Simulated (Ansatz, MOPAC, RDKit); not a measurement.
Pair of molecules: CH3Cl (SMILES CCl) (first 5 atoms) with CH2O (SMILES C=O); geometry from B3LYP-D3(BJ)/def2-TZVP, rigid monomers moved along the line of their centres of mass till H4···O7 is 3.30 Å.
(charge 0, multiplicity 1):
```xyz
9

C      0.9799     0.4851    -0.2019
Cl     1.1656    -1.2502     0.2343
H      0.1670     0.5643    -0.9167
H      0.7555     1.0359     0.7065
H      1.9143     0.8208    -0.6403
C      0.4088    -0.1265     4.1328
O      0.2572     1.0541     3.9652
H     -0.4343    -0.8392     4.0807
H      1.3985    -0.5649     4.3555
```

Monomers are frozen at their geometry in the pair; levels with a basis set take the counterpoise correction. RDKit's UFF carries no charges.

The state that PM7 reach isn't checked; PM7 holds dispersion and hydrogen-bond terms.

The values were computed with Ansatz (an electronic-structure program); MOPAC for PM7 (differences of heats of formation); RDKit for the force fields. Each number belongs to the level named beside it.

Task: One of these levels gives -27.2 meV for the interaction energy. Which one is it?
A. PBE/def2-TZVPPD
B. PM7
C. UFF

Result: C, UFF. The others give -89.5 (PM7), -59.0 (PBE/def2-TZVPPD)
